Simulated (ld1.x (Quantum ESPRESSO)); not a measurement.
**What one change does to a pseudopotential (calcium, TM)**

Ca (Z = 20), norm-conserving Troullier–Martins (Kleinman–Bylander form), made with ld1.x (Quantum ESPRESSO) 7.5 (PBEsol, scalar-relativistic). Core [Ne], reference 3s2 3p6 3d0 4s1 4p1. Waves: 3s (bound): rc 1.55 bohr; 3d (bound, empty): rc 3.05 bohr; 3p (bound): rc 1.85 bohr. Local part: the p channel. Core correction: none.

Occupied shells without a wave of their own: 4p, 4s. They enter only through the test configuration that unscreens the potential.

All-electron outer shells of the reference configuration (PBEsol, scalar-relativistic, ld1.x):

```tsv
shell	level (eV)	outermost node (bohr)	outermost maximum (bohr)
2s	-415.16	0.10	0.30
2p	-335.87	–	0.25
3s	-48.33	0.45	0.99
3p	-29.30	0.42	1.04
4s	-4.41	1.42	3.33
3d	-3.04	–	1.26
4p	-1.93	1.62	4.34
```

Change: local potential the d channel.

Cutoffs: the cutoffs (Ry, on a coarse ladder) from which the occupation-weighted sum of valence levels, in a spherical-Bessel basis at the reference potential, stays within 10 and 1 mRy of its value at 400 Ry; they do not see the model core or the augmentation charge, which bear on the density cutoff. Errors are all-electron minus pseudo energies relative to the spin-unpolarised reference configuration.

Q: What does the change do?

A: The potential gets neither clearly harder nor softer (45 Ry and 70 Ry → 40 Ry and 70 Ry); the miss of the reference levels goes from 0.10 to 0.33 eV; of the 7 tests that both files solve, the error grows in 7 and shrinks in 0 by more than 15 % and 0.3 meV (median size 84.5 → 421.5 meV); the range in which the p phases agree narrows (upper end 3.4 → -0.5); neither file shows a bound ghost at the reference potential, the only one tested.

| quantity | base | changed |
| --- | --- | --- |
| cutoff, loose | 45 Ry | 40 Ry |
| cutoff, tight | 70 Ry | 70 Ry |
| bound ghosts | none | none |
| largest miss of a reference level, eV | 0.10 | 0.33 |
| error for 3s2 3p6 3d0 4s2 4p0, meV [ΔE -2.43 eV] | +85 | +422 |
| error for 3s2 3p6 3d0 4s1 4p0, meV [ΔE 3.88 eV] | -13 | +361 |
| error for 3s2 3p6 3d0 4s0 4p0, meV [ΔE 15.56 eV] | -211 | -320 |
| error for 3s1 3p6 3d0 4s2 4p0, meV [ΔE 51.66 eV] | +238 | +2164 |
| error for 3s2 3p6 3d0 4s1.5 4p0, meV [ΔE 0.08 eV] | +45 | +426 |
| error for 3s2 3p6 3d1 4s0 4p0, meV [ΔE 5.20 eV] | -5.5 | +101 |
| error for 3s2 3p6 3d0 4s0 4p2, meV [ΔE 2.52 eV] | -100 | -686 |
| s: phases at 3.31 bohr within 0.05 rad from the reference energy up to (Ry; the scan ends near 5) | n/a | n/a |
| p: phases at 3.31 bohr within 0.05 rad from the reference energy up to (Ry; the scan ends near 5) | 3.4 | -0.5 |
| d: phases at 3.31 bohr within 0.05 rad from the reference energy up to (Ry; the scan ends near 5) | 0.6 | 0.3 |

Base: The 4p, 4s levels have no wave, so the channel is fitted at the deeper level alone: the likely source of the large errors. Changed file: These tests converged, but a pseudo level misses the all-electron one widely, so the file describes the atom poorly there or has found another state: 3s1 3p6 3d0 4s2 4p0: empty 3d by 2.6 eV. The 4p, 4s levels have no wave, so the channel is fitted at the deeper level alone: the likely source of the large errors.
